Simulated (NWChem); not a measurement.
System: CH8SSi2; SMILES [SiH2](S[SiH3])C

NWChem input:

```
start job
memory heap 200 mb stack 900 mb global 1100 mb
geometry units angstroms
  Si     1.345063     1.193779     0.726438
  S      0.466501    -0.758627     0.705570
  Si    -0.822494    -0.757557    -1.025860
  C     -2.130825     0.605882    -0.885795
  H      1.890167     1.472217    -0.597719
  H      0.317267     2.173722     1.062157
  H      2.368814     1.094315     1.750053
  H      0.018753    -0.546924    -2.202976
  H     -1.395460    -2.094741    -0.986218
  H     -2.846119     0.538410    -1.699780
  H     -2.681902     0.526370     0.047835
  H     -1.681943     1.595659    -0.920846
end
basis spherical
  * library def2-svp
end
dft
  xc pbe0
  iterations 150
end
driver
  maxiter 120
end
task dft optimize
task dft freq
```

The level has its own optimisation; frequencies are unscaled. Brackets give each atom's bonded neighbours.

Q: What results follow from this input? (PBE0/def2-SVP.) Quantities: r S–Si [S(SiSi)–Si(HHHS)] (Å); r S–Si [S(SiSi)–Si(CHHS)] (Å); r C–Si (Å); r C–H (Å); highest harmonic frequency (cm⁻¹); lowest (cm⁻¹); zero-point energy (kcal/mol); dipole (D).

A: 
| Quantity | Value |
|---|---|
| r S–Si [S(SiSi)–Si(HHHS)] (Å) | 2.148 |
| r S–Si [S(SiSi)–Si(CHHS)] (Å) | 2.163 |
| r C–Si (Å) | 1.873 |
| r C–H (Å) | 1.101 |
| highest harmonic frequency (cm⁻¹) | 3176 |
| lowest (cm⁻¹) | 32 |
| zero-point energy (kcal/mol) | 51.0 |
| dipole (D) | 1.66 |
